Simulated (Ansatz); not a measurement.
Total energies of the cluster ZnO2⁻ (the lowest doublet isomer of a short search) from Ansatz at PBE-D4/def2-TZVPD, gas phase (1 Eh = 27.2114 eV = 2625.5 kJ/mol). The reference geometry is relaxed at PBE0-D4/def2-TZVPD.

Cartesian coordinates in Å:
```
Zn 0.000 0.000 0.000
O 0.187 -1.257 -1.188
O -0.187 1.257 1.188
```

```csv
state,geometry,energy (Eh)
charge -1 doublet,reference,-1929.47868
charge 0 triplet,reference,-1929.35833
charge -1 quartet,relaxed at PBE0-D4/def2-TZVPD,-1929.37931
```

Q: Work out the vertical ionisation energy to the triplet.

A: E(charge 0 triplet) − E(charge -1 doublet) = -1929.35833 − (-1929.47868) = 0.12035 Eh = 3.27 eV. For comparison, −ε of the highest occupied level of the spin that leaves is -0.01 eV at this level, 3.28 eV less.

Q: Which of the charge -1 states is lowest, and how far above it are the others?

A: The doublet. quartet: -1929.37931 − (-1929.47868) = 0.09937 Eh = 260.9 kJ/mol.

At PBE-D4/def2-TZVPD the highest occupied level of the charge -1 doublet lies above zero (up to 0.01 eV). By energy differences its removal costs 3.28 eV (vertical, to the charge 0 triplet, at PBE-D4/def2-TZVPD); a positive level beside a positive removal energy at the same level points to self-interaction error. At PBE-D4/def2-TZVPD the highest occupied level of the charge -1 quartet lies above zero (up to 1.02 eV). It is a level of α spin, whose loss leaves a triplet; that state wasn't run at this geometry and level. The electron is either unbound and held by the finite basis, or the level is raised by self-interaction error. 

The structure comes from a short search, and lower isomers may exist.
